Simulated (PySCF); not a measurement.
**Working out the ionisation energy of Nd**

Nd [Xe] 4f4 6s2 (high-spin determinant) → Nd⁺ [Xe] 4f4 6s1 (high-spin determinant). Computed with PySCF 2.14 in cc-pVDZ-X2C, with the spin-free X2C one-electron Hamiltonian (Gaussian nucleus). Frozen: [Kr] 4d10. Energies in hartree (1 hartree = 27.21139 eV):

```json
{"part": "UHF", "Nd (lower)": "-9619.605759", "Nd⁺ (upper)": "-9619.440581"}
{"part": "CCSD correlation", "Nd (lower)": "-0.360806", "Nd⁺ (upper)": "-0.329425"}
{"part": "(T)", "Nd (lower)": "-0.017642", "Nd⁺ (upper)": "-0.014209"}
```

What does Hartree-Fock give?

(-9619.440581) − (-9619.605759) = 0.165178 hartree = 4.495 eV.

What do CCSD and CCSD(T) give?

The CCSD correlation energies differ by 0.031381 hartree = 0.854 eV and the triples by 0.003433 hartree = 0.093 eV, so CCSD gives 5.349 eV and CCSD(T) 5.442 eV.

A first-order spin-orbit estimate adds 0.000 eV to CCSD(T) (valence), giving 5.442 eV against 5.525 eV (measured; NIST Atomic Spectra Database, ionization energies).

One determinant mixes LS terms, so it does not stand for a single term.

A double-zeta basis recovers only part of the correlation energy.

What remains against the reference includes basis incompleteness, the frozen core and higher excitations.
